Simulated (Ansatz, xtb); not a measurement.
Two isomers of C5H7FSi

We compare X, `C[Si]1(F)C=CC=C1`, a singlet, with Y, `CC1=C[Si@@H](F)C=C1`, a singlet. Both are isolated molecules in the gas phase, relaxed with r2SCAN-D4/def2-SVP.

X (Å):

```xyz
14

C    -2.9541   -0.9152   -0.4831
C    -1.4898    1.0463    1.5061
C    -0.1911    1.3394    1.2627
C     0.6541    0.2527    0.6928
C     0.0541   -0.9389    0.4649
F    -2.2319   -1.7187    2.1198
Si   -1.7488   -0.7147    0.9217
H    -3.9760   -0.6563   -0.1626
H    -2.6819   -0.2606   -1.3261
H    -2.9645   -1.9558   -0.8450
H    -2.1829    1.7848    1.9174
H     0.2599    2.3204    1.4601
H     1.7121    0.4530    0.4806
H     0.5965   -1.7890    0.0429
```

Y (Å):

| atom | x (Å) | y (Å) | z (Å) |
| --- | --- | --- | --- |
| C | -2.4706 | -1.6905 | -0.1774 |
| C | -1.6472 | -0.5882 | 0.4088 |
| C | -2.0266 | 0.2532 | 1.4052 |
| C | 0.4735 | 0.6250 | 0.4019 |
| C | -0.2664 | -0.3703 | -0.1349 |
| F | -0.0222 | 1.4919 | 3.1692 |
| Si | -0.6337 | 1.4600 | 1.6567 |
| H | -1.9449 | -2.6568 | -0.0826 |
| H | -2.6274 | -1.5286 | -1.2582 |
| H | -3.4517 | -1.7742 | 0.3097 |
| H | -3.0150 | 0.1854 | 1.8674 |
| H | -0.9637 | 2.8757 | 1.3261 |
| H | 1.4851 | 0.8522 | 0.0564 |
| H | 0.0880 | -1.0239 | -0.9441 |

Quicker runs give these differences E(Y) − E(X): GFN2-xTB −0.520 eV; HF/STO-3G +0.358 eV (at GFN2-xTB geometries); r2SCAN-D4/def2-SVP//GFN2-xTB +0.302 eV.

Estimate E(Y) − E(X) at the level CCSD(T)/def2-SVP + ΔMP2/def2-TZVPP.

Calculated at CCSD(T)/def2-SVP + ΔMP2/def2-TZVPP: E(Y) − E(X) = +0.315 eV, so structure X lies lower.

How the difference moves with the method:

```tsv
level	geometry	E(Y) − E(X) (eV)	departure from the last row (eV)	job, with rough time for the two
GFN2-xTB	GFN2-xTB	−0.520	−0.835	optimisation, 0.25 s
HF/STO-3G	GFN2-xTB	+0.358	+0.042	single point, 0.9 s
r2SCAN-D4/def2-SVP//GFN2-xTB	GFN2-xTB	+0.302	−0.013	single point, 5.5 s
r2SCAN-D4/def2-SVP	r2SCAN-D4/def2-SVP	+0.291	−0.024	optimisation, 57 s
HF/def2-SVP	r2SCAN-D4/def2-SVP	+0.245	−0.070	part of the CCSD(T) run
MP2/def2-SVP	r2SCAN-D4/def2-SVP	+0.225	−0.090	part of the CCSD(T) run
CCSD(T)/def2-SVP	r2SCAN-D4/def2-SVP	+0.216	−0.099	single point
CCSD(T)/def2-SVP + ΔMP2/def2-TZVPP	r2SCAN-D4/def2-SVP	+0.315		single point, 1.7 min
```

As drawn, Y has 1 C–C, 1 Si–H in place of 1 C–Si, 1 C–H.

GFN2-xTB puts the two in the other order. The largest departure from CCSD(T)/def2-SVP + ΔMP2/def2-TZVPP is that of GFN2-xTB, 0.835 eV. The last row adds to CCSD(T) the change of the MP2 difference between the two basis sets, here +0.099 eV.

With thermal terms from frequencies at re-optimised GFN2-xTB minima (ideal gas, soft modes damped towards free rotors, one conformer each, 298.15 K, 1 atm): on the last row, ΔE + ΔZPE = +0.274, ΔH = +0.266, ΔG = +0.288 eV.

The correlated steps freeze 11 core orbitals. Mirror images aren't counted in ΔG. Codes used: Ansatz 0.2.0, xtb 6.7.1; the last row on 2 threads of Intel(R) Xeon(R) Platinum 8259CL CPU @ 2.50GHz (Skylake/Cascade Lake) on a shared host.
